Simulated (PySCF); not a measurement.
## Energy of Sc (scandium, neutral) between two integer charges

The 4s beta orbital of [Ar] 3d1 4s2 is emptied in steps (occupation f), with all orbitals relaxed, ending at [Ar] 3d1 4s1. All numbers are calculated (PySCF 2.14, the non-relativistic Hamiltonian (point nucleus), in def2-TZVPPD). The exact energy is a straight line in f; departures are measured from the line between the end points of the same method.

```tsv
f	UHF (eV)	LDA (eV)	PBE (eV)
1	0.000	0.000	0.000
0.9	0.018	-0.220	-0.215
0.7	0.039	-0.516	-0.503
0.5	0.043	-0.615	-0.593
0.3	0.034	-0.508	-0.482
0.1	0.014	-0.199	-0.191
0	0.000	0.000	0.000
```

```tsv
method	E(f=0) − E(f=1) (eV)	−ε at f=1 (eV)	−ε at f=0.5 (eV)
UHF	5.366	5.569	5.353
LDA	6.489	4.048	6.499
PBE	6.295	3.907	6.347
```

Orbital energy along the path (eV):

| f | UHF | LDA | PBE |
| --- | --- | --- | --- |
| 1 | -5.569 | -4.048 | -3.907 |
| 0.9 | -5.517 | -4.525 | -4.378 |
| 0.7 | -5.427 | -5.496 | -5.345 |
| 0.5 | -5.353 | -6.499 | -6.347 |
| 0.3 | -5.291 | -7.574 | -7.344 |
| 0.1 | -5.239 | -8.371 | -8.105 |
| 0 | -5.216 | -8.563 | -8.145 |

Reference removal energy between the ground levels: 6.561 eV (measured; NIST Atomic Spectra Database, ionization energies). The calculation has no spin-orbit coupling. UHF lacks correlation.
